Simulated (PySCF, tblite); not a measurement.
Isomers of C7H8OSi, one GFN2-xTB conformer each. Single-point energies are computed at PBE0/pcSseg-1 (PySCF, gas phase, no added dispersion term), electronic only.

Task: Rank them by PBE0/pcSseg-1 energy, lowest first (kcal/mol).
A. `[CH2:1]=[C:2]1[C:3](=[CH2:4])[C:5]([CH:6]=[O:7])=[C:8]1[SiH3:9]` with C3–C5–C6–O7 180°
B. `[CH:1]#[C:2][C:3]1=[CH:4][CH2:5][C:6](=[CH2:7])[O:8][SiH2:9]1` with C3–C4–C5–C6 45°, C4–C5–C6–C7 130°, C5–C6–O8–Si9 15°, C6–O8–Si9–C3 21°
C. `c1ccc2c(c1)CO[SiH2]2`

Result: C (0.0), B (69.6), A (90.3).

As drawn, the lowest has an aromatic ring and an Si–O bond, which the highest lacks; the highest has a four-membered ring, a C=O bond and a C=C bond outside aromatic rings, which the lowest lacks. GFN2-xTB itself gives, in the same order: 0.0, 62.3, 102.2. Both levels put the same isomer lowest; measured from each level's own lowest isomer, the values differ by up to 11.9 kcal/mol (C=C1C(=C)C(C=O)=C1[SiH3]: 102.2 against 90.3).

Task: Which frontier levels, dipoles and rotational constants go with these structures?

Result: 
```tsv
SMILES	HOMO (eV, PBE0/pcSseg-1)	LUMO (eV)	dipole (D)	A, B, C (MHz)
c1ccc2c(c1)CO[SiH2]2	-7.20	-0.60	1.62	3070, 1204, 878.6
C#CC1=CCC(=C)O[SiH2]1	-6.73	-1.24	1.36	2944, 969.9, 794.8
C=C1C(=C)C(C=O)=C1[SiH3]	-7.16	-2.70	2.63	1790, 1268, 748.8
```

Task: What happens when harmonic zero-point energies from GFN2-xTB frequencies are added?

Result: 
| SMILES | ZPE (kcal/mol) | electronic (kcal/mol) | with ZPE (kcal/mol) |
| --- | --- | --- | --- |
| c1ccc2c(c1)CO[SiH2]2 | 78.8 | 0.0 | 0.0 |
| C#CC1=CCC(=C)O[SiH2]1 | 75.8 | 69.6 | 66.6 |
| C=C1C(=C)C(C=O)=C1[SiH3] | 73.1 | 90.3 | 84.6 |

The zero-point energies span 5.7 kcal/mol. The order is unchanged.
